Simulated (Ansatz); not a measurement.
iminoborane (H2BN), singlet, at a GFN2-xTB geometry; B2PLYP/3-21G run with Ansatz (a quantum-chemistry and plane-wave program).

Here is a job for Ansatz.
Ansatz 0.2 input:
```yaml
crystal:
  periodic: [false, false, false]
  atoms:
    - {symbol: B, position_ang: [0.69743449, 0.01758553, 0.01585591]}
    - {symbol: N, position_ang: [-0.54198802, -0.01075454, -0.01043728]}
    - {symbol: H, position_ang: [1.83680038, 0.04037551, 0.03791482]}
    - {symbol: H, position_ang: [-1.53005672, -0.05302143, -0.04413341]}
basis:
  gaussian:
    orbitals: 3-21G.json
hamiltonian:
  xc: {name: B2PLYP}
```
The basis file holds 3-21G in the JSON format of the Basis Set Exchange.

### Question
Predict the main parts of the log of this Ansatz run.

### Answer

```
Functional definition: B2PLYP
294 factors; integrals over basis functions are off by at most 1.0e-3 eV
mean field evaluation 1: about -2178.9291 eV, gradient 4.0e1 eV
mean field evaluation 2: about -2178.9220 eV, gradient 4.0e1 eV
mean field evaluation 4: about -2181.9895 eV, gradient 4.5e0 eV
mean field evaluation 8: about -2182.0466 eV, gradient 5.8e-3 eV
mean field -2182.04661491 eV, -80.1887340538 hartree, gradient 4.8e-6 eV, S^2 0.000000; 0 other end points of the search recorded, 0 dependent functions left out
2 core orbitals not correlated
reference -2182.04670701 eV, -80.1887374382 hartree; 5, 5 occupied and 15, 15 virtual orbitals, 294 factors
second order -6.02582613 eV of doubles, -0.00000000 eV of singles
Total energy: -2183.67368007 eV, -80.2485275952 hartree
```
